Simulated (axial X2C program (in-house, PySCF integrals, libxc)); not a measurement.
# Potential curves of InSe⁺, without spin–orbit coupling

Calculated with an axial X2C code built on PySCF integrals. Spin-free means the one-electron spin-free X2C Hamiltonian. Basis: In dyall-cv3z [11s12p9d4f1g], Se dyall-cv3z [8s9p6d4f1g] (cores contracted in-house); Gaussian nuclei, density fitting, unrestricted open shells. Masses: In 114.904 u, Se 79.917 u.

State: M_S = 1, Λ = 1 (beyond evenly filled blocks: σα, π+α, π+β, π-α). Energies in kJ/mol from the fragments at the same level (In+ + Se). Fits are polynomials in 1 − R0/R over 0.85 to 1.23 times the lowest point R0.

```
 R (Å)  CCSD(T)    PBE0
2.3446            -4.62
2.4524    -5.33  -23.85
2.5333   -14.24  -30.71
2.6141   -18.68  -33.43
2.6950   -20.38  -33.55
2.7893   -20.44  -31.78
2.8836   -19.52  -29.00
3.0049   -17.80  -24.89
3.1531           -19.94
3.3687           -13.56
```

Correlated methods: 8 electrons correlated (number of frozen shells: In 4 s, 3 p, 2 d; Se 3 s, 2 p, 1 d), 276 virtual spin orbitals or spinors in MP2, 90 natural virtuals in coupled cluster.

De is counted from the lowest determinant-based energies of the atoms at the same level, without counterpoise correction. CCSD and (T) use frozen natural virtuals with an MP2 correction for the truncation; (T) itself is uncorrected, so its De runs slightly low. The functionals have no current-density term, which raises determinants with orbital currents, atoms included. The atomic limit has a lower orbital projection than the molecule and lies lower at mean-field level, so De may be about a tenth of an eV too small. The state is one determinant with fixed occupations, lowest in a PBE0 search at one distance only: followed along the bond, the spin-free determinant M_S = 1, Λ = 0 reaches 0.29 eV lower at PBE0, so the state shown is not the lowest. With the outer-core shells frozen, correlated bond lengths of heavy atoms tend to come out a few hundredths of an ångström too long. Spin-free De lacks the spin–orbit lowering of the heavy p-block atom, a tenth of an eV or more for 4p and 5p, up to an eV for 6p and one to two eV for 7p atoms, less what an open-shell molecule gains itself. Coupled cluster ran on the points near the minimum only. MP2 and coupled cluster on one determinant become unreliable at the stretched end.

(1) What are Re, ωe and De at the CCSD(T) level?

(2) Fit the PBE0 curve near its minimum: give the equilibrium distance, the harmonic wavenumber and the well depth.

## Answers

(1) At CCSD(T), spin-free: Re = 2.743 Å, ωe ≈ 97.5 cm⁻¹, De = 0.21 eV to In+ + Se; Be follows as 0.0475 cm⁻¹.

(2) At PBE0, spin-free: Re = 2.658 Å, ωe ≈ 134 cm⁻¹, De = 0.35 eV to In+ + Se; Be follows as 0.0506 cm⁻¹.
